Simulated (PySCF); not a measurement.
Species: C4H3O3S2 (charge -1).
Cartesian coordinates in Å at the GFN2-xTB level; atoms count from 1:
```xyz
12
C4H3O3S2 angstrom
O     -2.4909    1.1233    0.5510
S     -1.9366   -0.1068   -0.0010
O     -2.1482   -1.2920    0.8234
O     -2.1998   -0.3070   -1.4222
C     -0.1405    0.1327    0.0603
C      0.7791   -0.8445   -0.3810
C      2.0688   -0.4502   -0.2451
S      2.1868    1.1370    0.4285
C      0.4540    1.2459    0.5205
H      0.4643   -1.7916   -0.7785
H      2.9708   -0.9766   -0.4934
H     -0.0066    2.1291    0.9113
```

The closed-shell ground state was solved at several levels (PySCF, density fitting, gas phase, non-relativistic). No diffuse functions stand in pcSseg-1, which bears on an anion's orbital energies.

```csv
level,basis functions,total energy (Eh),HOMO (eV),LUMO (eV),gap (eV)
PBE0/def2-SVPD,227,-1175.1092,-2.72,2.78,5.50
CAM-B3LYP/def2-SVPD,227,-1175.6558,-4.17,3.67,7.84
```

Q: Estimate the row for PBE0/pcSseg-1, a basis of 182 functions; the other rows only guide the guess.

A: Total energy -1175.5244 Eh, HOMO -2.31 eV, LUMO 2.96 eV, gap 5.27 eV.

Q: Over all these levels, which gives the widest orbital gap and which the narrowest?

A: CAM-B3LYP/def2-SVPD (range-separated hybrid) has the widest, 7.84 eV, and PBE0/pcSseg-1 (global hybrid, 25 % exact exchange) the narrowest, 5.27 eV. Functional and basis both differ between the two, so the spread mixes both effects.
